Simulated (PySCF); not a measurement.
Nb(O)(OH)(NH2)2 (H5N2NbO2), SMILES [OH][Nb]([NH2])(=[O])[NH2], multiplicity 1.

Coordinates come from a PBE0-D3(BJ)/def2-SVP optimisation. The multiplicity is an assumed one; no other spin state was optimised. The structure was generated by enumeration; whether it is a known compound was not checked. The def2 effective core potentials stand for the cores of Nb; spin–orbit coupling is left out. Other conformers were not sampled.

Computed with B3LYP/def2-TZVP (PySCF).

Gas-phase values at a fixed geometry.

```json
{
 "total_energy": "-320.28256 hartree",
 "point_group": "Cs",
 "highest_occupied_level": "-7.01 eV",
 "lowest_empty_level": "-0.82 eV",
 "orbital_gap": "6.19 eV",
 "dipole_moment": "2.37 D",
 "quadrupole, principal values (traceless, Buckingham form, about the centre of nuclear charge)": "-9.45, 4.06, 5.39 D·Å",
 "mean_static_polarisability": "61.7 bohr³ (9.15 Å³)",
 "polarisability_principal_values": "57.3, 61.2, 66.7 bohr³"
}
```
